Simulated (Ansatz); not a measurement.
`[Cl][Ti]([Cl])([Cl])[Br]` + H–F → `[F][Ti]([Cl])([Cl])[Cl]` + HBr at 298.15 K and 1 bar (ligand exchange at a Ti–Br bond).

Computed with Ansatz on PBE0-D4/def2-TZVP structures; ΔE is electronic, products minus reactants. CCSD(T)/CBS adds triple-zeta CCSD(T) − MP2 to the extrapolated MP2 energy (def2 sets, frozen cores). This one scheme is used for every species. For Br, Ti outer-core shells are correlated without core-valence functions, which leaves a few kJ/mol of doubt a bond. Scalar relativity is left out up to krypton.

```csv
species,CCSD(T)/CBS energy (Eh),H − E (kJ/mol),S (J/(mol·K))
`[Cl][Ti]([Cl])([Cl])[Br]`,-4801.83441,36.3,376.1
H–F,-100.39570,33.5,173.6
`[F][Ti]([Cl])([Cl])[Cl]`,-2328.31134,38.4,353.0
HBr,-2573.91920,24.6,198.6
```

H − E and S are ideal-gas, rigid-rotor, harmonic terms from PBE0-D4/def2-TZVP. 1 Eh = 2625.50 kJ/mol, R = 8.31446 J/(mol·K).

Question: By hand: ΔE, ΔH, ΔS and ΔG.

Answer: ΔE = (-2328.31134) + (-2573.91920) − (-4801.83441) − (-100.39570) = -0.00043 Eh = -1.1 kJ/mol. Δ(H − E) = 38.4 + 24.6 − 36.3 − 33.5 = -6.8, so ΔH = -7.9 kJ/mol. ΔS = 353.0 + 198.6 − 376.1 − 173.6 = 1.9 J/(mol·K). ΔG = -7.9 − 298.15 × (1.9)/1000 = -8.5 kJ/mol.

Question: By hand: the equilibrium constant, and the temperature at which ΔG would vanish if ΔH and ΔS stayed fixed.

Answer: log₁₀ K = −ΔG/(RT ln 10) = 1.5. ΔH and −TΔS have one sign here, so there is no such temperature.

The number of gas molecules stays the same, so ΔS is small and ΔH decides. A doubt of 5 kJ/mol in ΔE shifts log₁₀ K by 0.9 here. These are equilibria of isolated gas molecules and say nothing of rates. Largest T1 diagnostic: 0.024 (customary marks: 0.02 for closed shells, 0.045 for open ones).

ΔS is within the doubt of such terms, so its sign, and with it that verdict, could turn.
